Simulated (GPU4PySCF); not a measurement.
C9H14O3Si, SMILES CO[Si](OC)(OC)c1ccccc1. The structure is a stationary point at ωB97X-D3(BJ)/def2-TZVP. The isomer is the one that the SMILES or the coordinates give; other isomers of the formula were not compared. One conformer was computed; it need not be the lowest.

Q: Give the equilibrium geometry at ωB97X-D3(BJ)/def2-TZVP (GPU4PySCF confirms it by a frequency run) as Cartesian coordinates in Å. (Estimate from the structure and the level; the computed values follow.)

A: One answer among several that fit: 
```xyz
27

C     -0.9192     1.1830     2.5185
O     -1.3562     1.2965     1.1745
Si    -0.9353     0.1875     0.0496
O     -1.5283    -1.2995     0.4081
C     -2.9177    -1.5260     0.5863
O     -1.5920     0.7880    -1.3220
C     -1.4002     0.1447    -2.5707
C      0.9004    -0.0274    -0.0794
C      1.5242    -1.2623     0.1096
C      2.9047    -1.3860     0.0051
C      3.6811    -0.2725    -0.2907
C      3.0766     0.9649    -0.4820
C      1.6973     1.0831    -0.3765
H      0.1745     1.1832     2.5801
H     -1.3046     2.0400     3.0731
H     -1.2950     0.2638     2.9817
H     -3.3124    -0.9223     1.4101
H     -3.0642    -2.5823     0.8180
H     -3.4762    -1.2796    -0.3227
H     -1.8218    -0.8667    -2.5650
H     -1.9078     0.7336    -3.3363
H     -0.3361     0.0780    -2.8221
H      0.9188    -2.1322     0.3408
H      3.3758    -2.3518     0.1546
H      4.7588    -0.3681    -0.3724
H      3.6812     1.8356    -0.7130
H      1.2316     2.0532    -0.5272
```
Charge 0, spin multiplicity 1.
